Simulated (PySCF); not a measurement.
C₂H₆ClIn. Atoms are numbered in the order given.

```xyz
10

In     0.2661     0.1663     0.0022
Cl    -1.7714    -1.1094    -0.0183
C      0.0378     1.9979    -1.1336
H      1.0063     2.4850    -1.3127
H     -0.6155     2.6773    -0.5657
H     -0.4475     1.7601    -2.0909
C      1.7955    -0.8484     1.1544
H      2.6999    -0.2329     1.2572
H      2.0452    -1.7907     0.6444
H      1.3871    -1.0834     2.1479
```
Charge 0, spin multiplicity 1.

Geometry: B3LYP-D3(BJ)/def2-SVP. The structure was generated by enumeration; whether it is a known compound was not checked. The def2 effective core potentials stand for the cores of In; spin–orbit coupling is left out.

Level of theory: C-PCM-M06-2X/def2-SVP run with PySCF.

The values are the electrostatic part of the solvation free energy, E(continuum) − E(gas) at the gas-phase geometry, in a cavity of scaled van der Waals radii (PySCF's table); cavitation and dispersion terms are not included. A continuum can't describe solvent molecules that bind to the metal. In vacuum the orbital gap is 7.89 eV. The dipole moment in vacuum is 3.70 D.

Q: Estimate the values in water (ε = 78.36), acetone (ε = 20.49), toluene (ε = 2.37). (The exact figures need the calculation; the answer reports its results.)

A: 
| solvent | ε | ΔG(elec) (kcal/mol) | dipole (D) | gap (eV) |
|---|---|---|---|---|
| water | 78.36 | -7.9 | 4.75 | 8.25 |
| acetone | 20.49 | -7.6 | 4.71 | 8.23 |
| toluene | 2.37 | -4.3 | 4.26 | 8.10 |
